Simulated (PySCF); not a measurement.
C3H6S, SMILES C/C=C\S (CAM-B3LYP/def2-SVP optimised geometry):

```
10

C      1.481    -0.877     0.000
C     -0.020    -0.877     0.000
C     -0.802     0.205     0.000
S     -0.325     1.900     0.000
H      1.890    -0.367     0.889
H      1.882    -1.900    -0.003
H      1.890    -0.362    -0.886
H     -0.528    -1.846     0.000
H     -1.890     0.098     0.000
H      1.009     1.718     0.001
```

Calculation: CAM-B3LYP/def2-TZVP run with PySCF 2.14.0.

Task: What are the frontier orbital energies and the dipole moment?

Result: HOMO-2 -10.95 eV, HOMO-1 -10.39 eV, HOMO -7.58 eV, LUMO 1.32 eV, LUMO+1 1.61 eV; dipole moment 1.26 D.

On the same geometry PBE/def2-TZVP (PySCF) gives HOMO-2 -8.22 eV, HOMO-1 -7.64 eV, HOMO -5.26 eV, LUMO -0.77 eV, LUMO+1 -0.33 eV; dipole moment 1.16 D.

Meta-Löwdin charges at CAM-B3LYP/def2-TZVP: C1 -0.34, C2 -0.14, C3 -0.21, S4 -0.01, H5 0.12, H6 0.12, H7 0.12, H8 0.12, H9 0.13, H10 0.09.
